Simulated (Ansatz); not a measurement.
[VO(NH3)4]2+ (VN4OH12²⁺), relaxed as a doublet with UKS PBE-D4/def2-SVP in Ansatz, starting from the GFN2-xTB (ALPB water) geometry. Force threshold 0.02 eV/Å.

Start:

Cartesian coordinates in Å:
```
V -0.069 0.251 0.124
O -0.433 1.567 0.770
N -1.955 -0.472 -0.370
H -2.604 -0.191 0.375
H -2.024 -1.492 -0.456
H -2.357 -0.080 -1.228
N -0.095 -1.014 1.772
H 0.492 -1.850 1.687
H -1.026 -1.339 2.054
H 0.253 -0.485 2.580
N 2.002 0.302 0.286
H 2.375 0.010 1.195
H 2.294 1.282 0.185
H 2.511 -0.236 -0.424
N 0.146 0.830 -1.860
H 1.070 1.197 -2.113
H -0.501 1.611 -2.021
H -0.079 0.109 -2.554
```

Task: Estimate the energy that the relaxation releases and the steps that it takes.

Result: 5.5 kcal/mol, in 4 steps; 21 s on 4 threads of Intel Xeon Platinum 8259CL on a shared host. No frequencies were taken in this run, so the end may be a saddle point.

Task: Does the start keep its bonding?

Result: By distances, no bond broke or formed. The bond that changes most is V1–N15, from 2.08 to 2.16 Å (atoms count from 1).

Task: Predict the relaxed structure.

Result: 
```xyz
18

V    -0.082    0.297    0.146
O    -0.453    1.641    0.807
N    -2.026   -0.487   -0.378
H    -2.703   -0.233    0.365
H    -2.118   -1.512   -0.493
H    -2.444   -0.088   -1.237
N    -0.093   -1.050    1.835
H     0.481   -1.910    1.769
H    -1.028   -1.382    2.129
H     0.263   -0.547    2.669
N     2.074    0.313    0.293
H     2.457    0.037    1.214
H     2.411    1.286    0.168
H     2.608   -0.251   -0.393
N     0.145    0.862   -1.927
H     1.065    1.261   -2.184
H    -0.523    1.627   -2.137
H    -0.036    0.138   -2.646
```
Bond lengths: 4 × N–V 2.16 Å; 1 × O–V 1.54 Å; 12 × H–N 1.04 Å.
